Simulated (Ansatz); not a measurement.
Species: SiHCl$_{2}$F, charge 0, singlet. SiHCl2F (SMILES [SiH](Cl)(Cl)F).
B3LYP-D3(BJ)/def2-TZVP minimum from Ansatz (a first-principles code):
```
Si
F 1 1.5869
H 1 1.4618 2 109.09
Cl 1 2.0347 3 110.36 2 -118.90
Cl 1 2.0347 3 110.36 2 118.90
```
Charge 0, spin multiplicity 1.

Hartree-Fock and CCSD correlation energies in hartree (Ansatz). UHF or UKS for unpaired electrons; spin-orbit terms are left out. Cores are frozen in correlated methods. No relativity.

| basis | X | E(HF) | E(corr, CCSD) |
|---|---|---|---|
| cc-pV(T+d)Z | 3 | -1308.23214 | -0.77977 |
| cc-pV(Q+d)Z | 4 | -1308.25319 | -0.84805 |
| cc-pV(5+d)Z | 5 | -1308.25736 | withheld |

### Question
Fit E(corr) = E∞ + A/X³ to X = 3 and 4, predict X = 5, and compare with the run.

### Answer
A = (-0.77977 - (-0.84805))/(1/27 - 1/64) = 3.1889; E∞ = -0.84805 - A/64 = -0.89788; at X = 5, E∞ + A/125 = -0.87237. The run gave -0.87158, 0.79 mEh above the prediction. The same form on X = 4 and 5 gives E∞ = -0.89627, 1.61 mEh above the first estimate.
